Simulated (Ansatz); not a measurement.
Two members of one family (Series ZrF3X), computed with Ansatz in the gas phase; def2 core potentials for I, Zr, no spin–orbit coupling. Binding counts from free atoms in the multiplicity of their measured ground term, without zero-point energy. Names give formal oxidation states. A dash marks a value that wasn't run or was left out as unsound. The structures are stationary points that may keep the symmetry of their start.

First: ZrIF3 (singlet, charge 0, PBE0-D4/def2-SVP geometry).

```xyz
5

Zr    0.1117   -0.0539    0.0979
I    -1.8099    0.8757   -1.5782
F    -0.1184    0.6927    1.8146
F     1.8168    0.4193   -0.5562
F    -0.0001   -1.9338    0.2220
```

```tsv
level	HOMO (eV)	LUMO (eV)	gap (eV)	binding per atom (eV)
PBE-D4/def2-SVP	-7.13	-2.69	4.44	–
PBE0-D4/def2-SVP	-8.34	-1.98	6.36	4.85
PBE0-D4/def2-TZVP	-8.38	-2.04	6.34	4.76
BHLYP-D4/def2-TZVP	-9.36	-1.10	8.26	4.46
LC-ωPBE/def2-TZVP	-10.88	0.25	11.14	4.84
```

Metal–donor distances: 1 × I 2.71 Å, 3 × F 1.89 Å.

Second: Zr(OH)F3 (singlet, charge 0, PBE0-D4/def2-SVP geometry).

```xyz
6

Zr    0.367   -0.247   -0.161
O    -1.112    0.749    0.490
H    -1.859    1.250    0.815
F     0.525   -0.007   -2.044
F     0.112   -2.096    0.217
F     1.968    0.351    0.683
```

**Question.** Estimate how these quantities change from the first to the second (second minus first).

**Answer.** 
```
             level  Δ HOMO (eV)  Δ LUMO (eV)  Δ gap (eV)  Δ binding per atom (eV)
   PBE-D4/def2-SVP        -1.12         1.35        2.48                        –
  PBE0-D4/def2-SVP        -1.77         1.46        3.23                     0.24
 PBE0-D4/def2-TZVP        -1.90         1.37        3.27                     0.24
BHLYP-D4/def2-TZVP        -2.64         0.95        3.59                     0.26
 LC-ωPBE/def2-TZVP        -2.30         0.85        3.15                     0.28
```

Metal–donor distances: 1 × O 1.90 Å, 3 × F 1.90 Å.
